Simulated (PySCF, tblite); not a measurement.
Isomers of C4H13PSSi, one GFN2-xTB conformer each. Single-point energies are computed at PBE0/pcSseg-1 (PySCF, gas phase, no added dispersion term), electronic only.

Task: Rank them by PBE0/pcSseg-1 energy, lowest first (kcal/mol).
A. `[CH3:1][CH:2]([CH3:3])[P@H:4](=[S:5])[CH2:6][SiH3:7]` with C1–C2–P4–S5 62°, C2–P4–C6–Si7 -163°
B. `[CH3:1][CH2:2][CH2:3][P@H:4](=[S:5])[CH2:6][SiH3:7]` with C1–C2–C3–P4 -62°, C2–C3–P4–S5 -44°, C3–P4–C6–Si7 -169°

Result: A (0.0), B (0.7).

Neighbours under 2.5 kcal/mol apart (CC(C)[P@H](=S)C[SiH3] and CCC[P@H](=S)C[SiH3]) can change places with a better method, another conformer or zero-point energy. GFN2-xTB itself gives, in the same order: 0.0, 0.5. Both levels put the same isomer lowest.

Task: Which frontier levels, dipoles and rotational constants go with these structures?

Result: 
```json
{"SMILES": "CC(C)[P@H](=S)C[SiH3]", "HOMO (eV, PBE0/pcSseg-1)": "-6.55", "LUMO (eV)": "0.34", "dipole (D)": "4.27", "A, B, C (MHz)": "2200, 869.6, 739.0"}
{"SMILES": "CCC[P@H](=S)C[SiH3]", "HOMO (eV, PBE0/pcSseg-1)": "-6.58", "LUMO (eV)": "0.36", "dipole (D)": "4.18", "A, B, C (MHz)": "2523, 774.3, 671.1"}
```

Task: What happens when harmonic zero-point energies from GFN2-xTB frequencies are added?

Result: 
| SMILES | ZPE (kcal/mol) | electronic (kcal/mol) | with ZPE (kcal/mol) |
| --- | --- | --- | --- |
| CC(C)[P@H](=S)C[SiH3] | 97.0 | 0.0 | 0.0 |
| CCC[P@H](=S)C[SiH3] | 97.3 | 0.7 | 1.0 |

The zero-point energies span 0.3 kcal/mol. The order is unchanged.
